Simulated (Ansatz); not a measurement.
Geometry optimisation, RKS B3LYP-D4/6-31G* (Ansatz).

The input (input.yaml):

```yaml
crystal:
  periodic: [false, false, false]
  atoms:
    - { symbol: Al, position_ang: [-0.53545, 1.086282, -0.369423] }
    - { symbol: Si, position_ang: [1.232634, -0.453836, -0.28145] }
    - { symbol: Cl, position_ang: [-1.978623, 1.066548, -1.915945] }
    - { symbol: Cl, position_ang: [-0.713669, 2.635479, 1.057488] }
    - { symbol: H, position_ang: [-1.099847, -1.000946, 1.022408] }
    - { symbol: H, position_ang: [-1.748668, -0.890656, 1.238173] }
    - { symbol: H, position_ang: [2.444929, 0.003902, -1.014469] }
    - { symbol: H, position_ang: [1.6083, -0.702876, 1.134891] }
    - { symbol: H, position_ang: [0.790294, -1.743998, -0.871772] }
basis:
  gaussian: { orbitals: "6-31G*" }
hamiltonian:
  xc: b3lyp
  dispersion: d4
relax:
  f_tol: 0.03
  max_steps: 50
```

Run as:

```bash
$ ansatz run input.yaml --threads 2 --pin off --max-ram 3072MiB --backend cpu --events-out ev --progress --plain --runs-dir out
```

Q: Where does it end, and by what steps?

A: It converged. The force dipped under the threshold on the way, but the program's further checks kept it going. After 12 steps the energy has fallen by 0.158 eV; H5 moved furthest, 0.70 Å.

```tsv
step	energy less start (eV)	largest force component (eV/Å)	accepted
0	0.0000	2.163	yes
1	-0.1315	0.229	yes
2	-0.1478	0.087	yes
3	-0.1471	0.562	no
4	-0.1518	0.038	yes
5	-0.1541	0.051	yes
6	-0.1545	0.189	yes
7	-0.1557	0.058	yes
8	-0.1564	0.012	yes
9	-0.1571	0.011	yes
10	-0.1572	0.038	yes
11	-0.1574	0.030	yes
12	-0.1576	0.004	yes
```

```xyz
9
Properties=species:S:1:pos:R:3
Al -0.462 1.060 -0.373
Si 1.456 -0.441 -0.387
Cl -1.952 0.978 -1.866
Cl -0.677 2.580 1.078
H -1.673 -1.166 1.382
H -2.289 -0.750 1.345
H 2.572 0.172 -1.160
H 1.928 -0.695 1.001
H 1.097 -1.738 -1.021
```

Whether the end is a true minimum wasn't checked by a vibrational analysis.

Time of the run: 31 s on 2 threads of Intel(R) Xeon(R) Platinum 8375C CPU @ 2.90GHz (Ice Lake), with other jobs on the host, peak memory 0.21 GiB.
